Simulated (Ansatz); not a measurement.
Basis-set extrapolation for C₉H₁₆ (`CCCC#CCCCC`) (PBE0-D4/def2-TZVP geometry, frozen core, Ansatz). Multiplicity 1, RHF reference.

```csv
,def2-TZVPP,def2-QZVPP
HF,-350.211362,-350.227204
MP2 correlation,-1.525202,-1.620102
CCSD(T) correlation,-1.674935,not run
```

Energies in hartree. Use E(X) = E(∞) + A·exp(−7.88·√X) for Hartree–Fock and E(X) = E(∞) + B·X^(−2.97) for correlation, with X = 3 and 4, and add CCSD(T) minus MP2 of the smaller set to the MP2 limit.

What is the CCSD(T) energy at the basis-set limit?

HF limit: -350.227204 + (-0.015842) × 0.13774 = -350.22939. MP2 limit: -1.620102 + (-0.094900) × 0.74074 = -1.69040. Higher-order term: -1.674935 − (-1.525202) = -0.14973. Total: -352.06952 hartree, 481.1 kJ/mol below CCSD(T)/def2-TZVPP.
